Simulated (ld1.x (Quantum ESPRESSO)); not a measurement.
**indium: one change to an RRKJ potential, before and after**

ld1.x (Quantum ESPRESSO) 7.5 input, shortened:

```
&input
   title='In', zed=49., rel=2, dft='PBE', iswitch=3,
   config='[Kr] 4d10 5s2 5p1 5d-2', rel_dist='average'
 /
 &inputp
   pseudotype=2, tm=.false., rho0=0.005, lloc=0,
   nlcc=.false.
 /
3
5P  2  1   1.00   0.00  2.80  2.80  0.0
5D  3  2  -2.00   0.30  3.00  3.00  0.0
5S  1  0   2.00   0.00  2.40  2.40  0.0
 &test
   configts(1)='5s2 5p1'
 /
```

Open shells are filled in proportion to 2j + 1 (rel_dist='average').

Change: wave 5p (bound): rc 2.80 bohr becomes 5p (bound): rc 2.18 bohr.

Cutoffs: the cutoffs (Ry, on a coarse ladder) from which the occupation-weighted sum of valence levels, in a spherical-Bessel basis at the reference potential, stays within 10 and 1 mRy of its value at 400 Ry; they do not see the model core or the augmentation charge, which bear on the density cutoff. Errors are all-electron minus pseudo energies relative to the spin-unpolarised reference configuration.

Question: What does the change do?

Answer: The potential gets neither clearly harder nor softer (15 Ry and 25 Ry → 15 Ry and 25 Ry); of the 7 tests that both files solve, the error grows in 1 and shrinks in 0 by more than 15 % and 0.3 meV (median size 19.8 → 20.4 meV); neither file shows a bound ghost.

| quantity | base | changed |
| --- | --- | --- |
| cutoff, loose | 15 Ry | 15 Ry |
| cutoff, tight | 25 Ry | 25 Ry |
| bound ghosts | none | none |
| error for 5s2 5p0, meV [ΔE 5.37 eV] | +24 | +23 |
| error for 5s1 5p0, meV [ΔE 24.61 eV] | +117 | +112 |
| error for 5s2 5p0.5, meV [ΔE 1.95 eV] | +4.1 | +4.0 |
| error for 5s1 5p1, meV [ΔE 11.95 eV] | +9.3 | +11 |
| error for 5s1 5p2, meV [ΔE 5.83 eV] | +20 | +20 |
| error for 5s2 5p1.3, meV [ΔE -0.53 eV] | +0.8 | +0.8 |
| error for 5s0 5p3, meV [ΔE 11.92 eV] | +98 | +98 |
| s: phases at 3.24 bohr within 0.05 rad from the reference energy up to (Ry; the scan ends near 5) | 1.3 | 1.3 |
| p1/2: phases at 3.24 bohr within 0.05 rad from the reference energy up to (Ry; the scan ends near 5) | 2.4 | 2.3 |
| p3/2: phases at 3.24 bohr within 0.05 rad from the reference energy up to (Ry; the scan ends near 5) | 2.4 | 2.3 |
| d3/2: phases at 3.24 bohr within 0.05 rad from the reference energy up to (Ry; the scan ends near 5) | 0.7 | 0.7 |
| d5/2: phases at 3.24 bohr within 0.05 rad from the reference energy up to (Ry; the scan ends near 5) | 0.7 | 0.7 |
